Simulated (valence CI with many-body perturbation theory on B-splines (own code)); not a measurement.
**Tc3+: M1 decay**

Calculated by configuration interaction combined with many-body perturbation theory (CI+MBPT): four valence electrons over a frozen Dirac-Fock core [Kr], radial functions for each j: 9 s, 9 p, 10 d, 8 f, 5 g, 3 h, 1 i, with the one-electron correlation potential Σ1 (screened to all orders), the two-electron term Σ2, the three-electron term Σ3, Breit, model QED; selected single and double excitations, second order for the rest, scaled by the run's own slope (own B-spline code, finite nucleus).

No measured spectrum was set against this ion. As an estimate, terms of the open shell hold to 2 to 4 % of their energy, and close levels can change places; different configurations can be misplaced against each other by 1,000 to 8,000 cm⁻¹. Core correlation moves these levels by up to 14000 cm⁻¹, and in measured spectra 5 to 20 % of such shifts remained as error; rates that hang on mixing are uncertain with them. Among the levels kept, up to 380 cm⁻¹ of a level comes from second order outside the variational space, and about a tenth of that is noise between levels of different J, which matters for small intervals. Only levels of the ground parity were solved; by the run's estimate the other parity begins above the list, which can be wrong where configurations are misplaced.

Lines 1 to 50 of 120 in falling wavelength, among levels below 98175 cm⁻¹, chosen from the decays that carry over 1 % of a level's rate. Wavelengths and rates use the calculated energies, so an error of 2000 cm⁻¹ moves a line at 48850 Å by 98 % and its rate by three times that or more. Weak lines are less certain than strong ones. Lines between different terms over intervals too small for the method are left out, as are lines whose strength nearly cancels. Intervals below about 2000 cm⁻¹, as at the head of this list, are uncertain by tens of per cent. Branching is blank where the lifetime is uncertain.

Names give the largest LS component (configuration and term), which can be under half, so a name can repeat, a term be missing and a line seem to break the LS rules; names also repeat where a configuration has a term twice. Letters in brackets count levels of one name in rising energy.

```
λ vac (Å)         Upper         Lower  Type   A (s⁻¹)  Branch %
2.820e+05      4d4 5D_1      4d4 5D_0    M1  2.37e-03     100.0
1.641e+05      4d4 5D_2      4d4 5D_1    M1  1.27e-02     100.0
1.405e+05      4d4 3H_6      4d4 3H_5    M1  7.37e-03      99.3
1.282e+05      4d4 5D_3      4d4 5D_2    M1  2.19e-02     100.0
1.209e+05      4d4 3H_5      4d4 3H_4    M1  1.40e-02      92.8
1.113e+05      4d4 5D_4      4d4 5D_3    M1  1.95e-02     100.0
    55230  4d4 3P_1 [a]  4d4 3P_0 [a]    M1  1.04e-01       3.8
    48850      4d4 3G_3  4d4 3F_2 [a]    M1  8.06e-02      10.1
    45890      4d4 3G_4  4d4 3F_4 [a]    M1  3.68e-02       7.3
    43670      4d4 3G_3  4d4 3F_3 [a]    M1  1.02e-01      12.7
    40800  4d4 3F_3 [a]      4d4 3H_4    M1  3.61e-02       3.0
    39250  4d4 3P_2 [a]  4d4 3P_1 [a]    M1  2.27e-01      13.8
    37180      4d4 3G_4  4d4 3F_3 [a]    M1  2.28e-02       4.5
    36960      4d4 3G_5  4d4 3F_4 [a]    M1  1.10e-01      27.9
    33770  4d4 3F_4 [a]      4d4 3H_4    M1  1.27e-01       7.1
    24230      4d4 3G_5      4d4 3H_6    M1  1.17e-01      29.6
    23180      4d4 3G_4      4d4 3H_5    M1  2.37e-02       4.7
    21090      4d4 3G_3      4d4 3H_4    M1  4.59e-02       5.8
    20660      4d4 3G_5      4d4 3H_5    M1  1.54e-01      39.0
    20450  4d4 1G_4 [a]      4d4 3G_5    M1  1.20e-01       4.9
    19570      4d4 3D_3  4d4 3P_2 [a]    M1  9.33e-02       6.3
    19550  4d4 1D_2 [a]      4d4 3D_1    M1  1.79e-01       7.1
    19450      4d4 3G_4      4d4 3H_4    M1  9.73e-03       1.9
    18740      4d4 3D_2  4d4 3P_2 [a]    M1  8.01e-02       5.3
    18460  4d4 1G_4 [a]      4d4 3G_4    M1  9.06e-02       3.7
    18120  4d4 1D_2 [a]      4d4 3D_2    M1  5.50e-02       2.2
    17410      4d4 3D_1  4d4 3P_2 [a]    M1  1.13e-01       6.1
    17400  4d4 1D_2 [a]      4d4 3D_3    M1  2.59e-01      10.3
    17190  4d4 1G_4 [a]      4d4 3G_3    M1  3.58e-01      14.5
    15980  4d4 3F_4 [b]      4d4 1F_3    M1  1.73e-01          
    14520      4d4 3D_2  4d4 3F_2 [a]    M1  9.28e-02       6.1
    14490      4d4 3D_3  4d4 3F_3 [a]    M1  2.38e-02       1.6
    14250      4d4 1I_6      4d4 3H_6    M1  3.28e-01      51.9
    14020      4d4 3D_2  4d4 3F_3 [a]    M1  2.12e-02       1.4
    13710      4d4 3D_1  4d4 3F_2 [a]    M1  6.04e-02       3.3
    13160  4d4 1G_4 [a]  4d4 3F_4 [a]    M1  9.06e-01      36.6
    12940      4d4 1I_6      4d4 3H_5    M1  3.02e-01      47.9
    12680      4d4 3D_2  4d4 3P_1 [a]    M1  1.72e-02       1.1
    12340  4d4 1G_4 [a]  4d4 3F_3 [a]    M1  1.03e-01       4.2
    12060      4d4 3D_1  4d4 3P_1 [a]    M1  3.67e-01      19.9
    10900      4d4 1F_3      4d4 3D_2    M1  1.65e-01          
    10810  4d4 3P_2 [b]  4d4 1D_2 [a]    M1  3.40e-01       9.9
    10640      4d4 1F_3      4d4 3D_3    M1  4.39e-01          
    10280  4d4 1G_4 [a]      4d4 3H_5    M1  4.98e-01      20.1
     9900      4d4 3D_1  4d4 3P_0 [a]    M1  2.38e-01      12.9
     9653  4d4 1D_2 [a]      4d4 3G_3    M1  1.94e-01       7.7
     9472  4d4 1G_4 [a]      4d4 3H_4    M1  3.38e-01      13.7
     9211  4d4 1D_2 [a]  4d4 3P_2 [a]    M1  4.22e-01      16.7
     8220      4d4 3H_4      4d4 5D_4    M1  6.57e-02      83.2
     8158  4d4 1S_0 [a]  4d4 3P_1 [a]    M1  3.92e+00      99.9
```
